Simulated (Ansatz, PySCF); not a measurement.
Positional isomers: propene hydroxy+silyl. Isolated molecules, 0 K electronic values unless said otherwise. One relaxed conformer stands for each flexible species; it need not be the lowest. Strings in code marks are SMILES.

Quantity: electronic energy of isomers of C3H8OSi relative to `C/C(O)=C/[SiH3]` (C–C–O–H torsion 180°), in kJ/mol.

Level 1: PBE0-D3(BJ)/def2-TZVP (PySCF)
Level 2: PBE/6-31G* // PBE0-D3(BJ)/def2-TZVP (PySCF)
Level 3: HF/6-31G* // PBE0-D3(BJ)/def2-TZVP (PySCF)
Level 4: HF/cc-pVTZ // PBE0-D3(BJ)/def2-TZVP (Ansatz, a program for electronic structure)

```json
[
 {"species": "`C/C([SiH3])=C\\O` (C–C–O–H torsion 180°)", "level 1": "13.22", "level 2": "14.08", "level 3": "18.93", "level 4": "18.01"},
 {"species": "`O/C=C\\C[SiH3]` (H–O–C–C torsion 4°, C–C–C–Si torsion -89°)", "level 1": "22.01", "level 2": "26.13", "level 3": "31.11", "level 4": "29.26"},
 {"species": "`C/C=C(/O)[SiH3]` (Si–C–O–H torsion 180°)", "level 1": "31.51", "level 2": "29.58", "level 3": "36.76", "level 4": "38.41"}
]
```
